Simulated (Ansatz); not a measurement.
`CB(N)Cl` + CH₄ → `CB(C)N` + HCl  (formal exchange of groups at a B–Cl bond)

Program: Ansatz. Geometries: PBE0-D4/def2-TZVP. ΔE: electronic, gas phase. CBS: MP2 limit from def2 TZ/QZ plus the TZ coupled-cluster correction, frozen cores. This one scheme is used for every species. DFT in def2-TZVPP. B3LYP here is the variant with VWN-RPA as its local correlation; programs differ in this. HSE06 is defined as in plane-wave codes. One conformer a species, not always the lowest.

```tsv
level	ΔE (kcal/mol)	difference from CCSD(T)/CBS
LDA (SPW92)	22.7	-0.6
PBE-D4	23.5	0.2
revPBE-D4	23.5	0.2
BLYP-D4	23.9	0.6
r2SCAN-D4	24.6	1.3
PBE0-D4	23.7	0.4
B3LYP-D4	24.0	0.7
r2SCANh-D4	24.6	1.3
r2SCAN0-D4	24.5	1.2
HSE06-D4	23.7	0.4
BHLYP-D4	24.4	1.1
CAM-B3LYP-D4	23.6	0.3
ωB97X-V	23.8	0.5
ωB97M-V	23.7	0.4
B2PLYP	24.3	1.0
PBE-QIDH	24.1	0.8
PBE	23.7	0.4
revPBE	23.9	0.6
r2SCAN	24.7	1.4
PBE0	23.8	0.5
B3LYP	24.1	0.8
r2SCANh	24.6	1.3
HSE06	23.8	0.5
BHLYP	24.4	1.1
CAM-B3LYP	23.7	0.4
LC-ωPBE	23.4	0.1
RPA@PBE/def2-TZVPP	22.3	-1.0
MP2/def2-SVP	26.1	2.8
CCSD/def2-SVP	25.0	1.7
CCSD(T)/def2-SVP	25.0	1.7
HF/def2-TZVPP	25.2	1.9
MP2/def2-TZVPP	24.3	1.0
SCS-MP2/def2-TZVPP	24.1	0.8
CCSD/def2-TZVPP	22.9	-0.4
CCSD(T)/def2-TZVPP	23.1	-0.2
HF/def2-QZVPP	25.0	1.7
MP2/def2-QZVPP	24.4	1.1
SCS-MP2/def2-QZVPP	24.2	0.9
HF/CBS(def2)	25.0	1.7
MP2/CBS(def2)	24.5	1.2
CCSD(T)/CBS	23.3	0
```

Largest T1 diagnostic among the species: 0.010.

At CCSD(T), def2-SVP lies +1.7 kcal/mol from the extrapolated value and def2-TZVPP −0.2 kcal/mol. In def2-TZVPP, CCSD(T) changes the Hartree–Fock value by −2.1 kcal/mol (the triples alone add +0.2 kcal/mol) and MP2 by −0.9 kcal/mol.
